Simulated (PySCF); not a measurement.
## Spin states of MgGe⁺

Unrestricted PBE0; Mg def2-SVPD, Ge def2-SVPD; no relativity (PySCF 2.14). Outer shells of the fragments: Mg+ 3s1; Ge 3d10 4s2 4p2.

Followed along the bond (rough minima from three points):

```json
{"2Ms+1": "2", "unpaired": "π ↑", "⟨S²⟩ at the start": "0.77", "R at minimum (Å)": "2.78", "Te (eV)": "0.00"}
{"2Ms+1": "4", "unpaired": "σ ↑, π ↑↑", "⟨S²⟩ at the start": "3.75", "R at minimum (Å)": "2.53", "Te (eV)": "1.07"}
{"2Ms+1": "2", "unpaired": "σ ↓, π ↑↑", "⟨S²⟩ at the start": "1.76", "R at minimum (Å)": "2.66", "Te (eV)": "1.57"}
{"2Ms+1": "2", "unpaired": "σ ↑, π ↑↓", "⟨S²⟩ at the start": "1.76", "R at minimum (Å)": "2.58", "Te (eV)": "1.61"}
{"2Ms+1": "2", "unpaired": "σ ↑", "⟨S²⟩ at the start": "0.75", "R at minimum (Å)": "none in the scan", "Te (eV)": "≤ 1.05"}
```

Solutions found at the starting distance of 2.615 Å, counted from the lowest of them; the search is not exhaustive and high or unbound solutions are not listed, so other states can lie among these:

```json
{"2Ms+1": "2", "unpaired": "π ↑", "term": "²Π", "E (eV)": "0.00", "⟨S²⟩": "0.77", "⟨Lz²⟩": "1.00", "μ (D)": "-6.70"}
{"2Ms+1": "4", "unpaired": "σ ↑, π ↑↑", "term": "⁴Σ⁻", "E (eV)": "1.04", "⟨S²⟩": "3.75", "⟨Lz²⟩": "0.00", "μ (D)": "-8.51"}
{"2Ms+1": "2", "unpaired": "σ ↑", "term": "²Σ⁺", "E (eV)": "1.38", "⟨S²⟩": "0.75", "⟨Lz²⟩": "0.00", "μ (D)": "-1.94"}
{"2Ms+1": "2", "unpaired": "σ ↓, π ↑↑", "term": "mixed", "E (eV)": "1.53", "⟨S²⟩": "1.76", "⟨Lz²⟩": "0.00", "μ (D)": "-8.18"}
{"2Ms+1": "2", "unpaired": "σ ↑, π ↑↓", "term": "mixed", "E (eV)": "1.57", "⟨S²⟩": "1.76", "⟨Lz²⟩": "2.01", "μ (D)": "-8.29"}
{"2Ms+1": "4", "unpaired": "σ ↑↑, π ↑", "term": "⁴Π", "E (eV)": "1.62", "⟨S²⟩": "3.75", "⟨Lz²⟩": "1.00", "μ (D)": "-3.17"}
{"2Ms+1": "2", "unpaired": "σ ↑", "term": "mixed", "E (eV)": "2.36", "⟨S²⟩": "0.77", "⟨Lz²⟩": "2.00", "μ (D)": "-8.03"}
{"2Ms+1": "4", "unpaired": "σ ↑, π ↑↑", "term": "mixed", "E (eV)": "4.13", "⟨S²⟩": "3.75", "⟨Lz²⟩": "2.01", "μ (D)": "-3.94"}
{"2Ms+1": "2", "unpaired": "π ↑", "term": "²Π", "E (eV)": "4.79", "⟨S²⟩": "0.81", "⟨Lz²⟩": "1.01", "μ (D)": "-9.56"}
{"2Ms+1": "4", "unpaired": "σ ↑, π ↑, δ ↑", "term": "mixed", "E (eV)": "7.97", "⟨S²⟩": "3.75", "⟨Lz²⟩": "5.00", "μ (D)": "-7.46"}
```

A term symbol is given only where ⟨S²⟩ and ⟨Lz²⟩ are close to those of a pure state; real π, δ and φ orbitals otherwise mix terms. A positive dipole points towards Ge; it is taken about the centre of mass and depends on that origin.

Spin–orbit coupling is left out. Counting both spins, an empty level lies below a filled one in some of these solutions, because spin and occupation are held.
